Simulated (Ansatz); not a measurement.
The cluster As5⁺, relaxed as a triplet with UKS PBE-D4/def2-SVP in Ansatz, starting from the PBE-D4/def2-SVP geometry of the charge +1 singlet. Force threshold 0.02 eV/Å.

The relaxation made no stability test and no search for a lower SCF solution. At PBE-D4/def2-SVP a singlet of charge 1 lies 1.37 eV below the triplet, each at its own geometry. The structure comes from a short search, and lower isomers may exist.

Start:

```xyz
5

As   -0.6607   -1.1963   -1.1351
As    0.0184   -1.2922    1.2212
As   -1.2443    0.8079    0.3909
As    1.2832    0.7917    0.9396
As    0.6033    0.8888   -1.4166
```

**Question.** Estimate the energy that the relaxation releases and the steps that it takes.

**Answer.** 78.8 kJ/mol, in 8 steps; 31 s on 4 threads of Arm Neoverse V2 on a shared host. No frequencies were taken in this run, so the end may be a saddle point.

**Question.** Does the start keep its bonding and symmetry?

**Answer.** Bonds formed: As1–As4 (atoms count from 1). Point group C4v at the start, D3h at the end, both within 0.05 Å.

**Question.** Predict the relaxed structure.

**Answer.** 
```
atom   x (Å)   y (Å)   z (Å)
 As1  -0.120  -1.142  -0.971
 As2  -0.347  -1.295   1.566
 As3  -1.220   0.792   0.384
 As4   1.339   0.351   0.587
 As5   0.348   1.294  -1.566
```
Bond lengths: 9 × As–As 2.55 to 2.60 Å.
